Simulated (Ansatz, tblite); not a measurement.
Cost and result up the ladder for LaO₂H (4 atoms). Charge 0, multiplicity 1. Geometry: r2SCAN-D4/def2-TZVP.

| atom | x (Å) | y (Å) | z (Å) |
| --- | --- | --- | --- |
| La1 | -0.276 | 0.339 | -0.827 |
| O2 | -0.758 | 0.337 | 1.265 |
| O3 | 0.600 | 0.910 | 1.048 |
| H4 | 0.434 | -1.586 | -1.486 |

Ansatz on 2 threads of Arm Neoverse V2 on a shared host; xTB runs through tblite on one thread. Times are rough, summed over both states, and most runs start from the orbitals of an earlier one. PBE0-D4/def2-TZVP serves as the yardstick here, not as an exact answer. The other state is a doublet.

In the def2 sets La takes a core potential; there is no spin–orbit coupling. The xTB rows come from tblite. Correlated methods freeze 2 core orbitals; core or outer-core shells of La are correlated, in sets that lack core-valence functions. In CCSD on the charge 1 doublet the largest single amplitude is 0.26, so its Hartree–Fock determinant may place the open shell otherwise than the density functionals do. The structure holds one bond between oxygen atoms, so isomers without such links may lie far lower. HOMO above LUMO, or a gap near zero within one spin, warns that the state may not be the lowest or that an electron is smeared out. The structure comes from a short search, and lower isomers may exist.

Run but left out: HF/def2-TZVPP, MP2/def2-TZVPP (charge +1 doublet: a determinant that CCSD turns far, T1 0.059).

Correlated methods converge slowly with the basis.

Raw xTB energies of ions are shifted by several eV.

```csv
level,functions,vertical IE (eV),difference from PBE0-D4/def2-TZVP (eV),remarks
PBE0-D4/def2-TZVP,108,8.15,0.00,–
GFN2-xTB,18,14.17,6.02,–
PBE-D4/def2-TZVP,108,8.01,-0.14,gap within one spin near zero (+1 doublet)
CCSD(T)/def2-TZVPP,132,8.15,0.00,"large T1 (0.059) (+1 doublet), spin-contaminated (⟨S²⟩ 0.83) (+1 doublet), test for broken spin undecided (singlet)"
r2SCAN-D4/def2-TZVP (with forces),108,8.01,-0.14,gap within one spin near zero (+1 doublet)
```

Problem. Estimate how long each takes.

Solution. GFN2-xTB 0.004 s; PBE-D4/def2-TZVP 4.1 s; r2SCAN-D4/def2-TZVP (with forces) 11 s; PBE0-D4/def2-TZVP 12 s; CCSD(T)/def2-TZVPP 96 s. On shared hardware such times vary by a factor of up to 3.
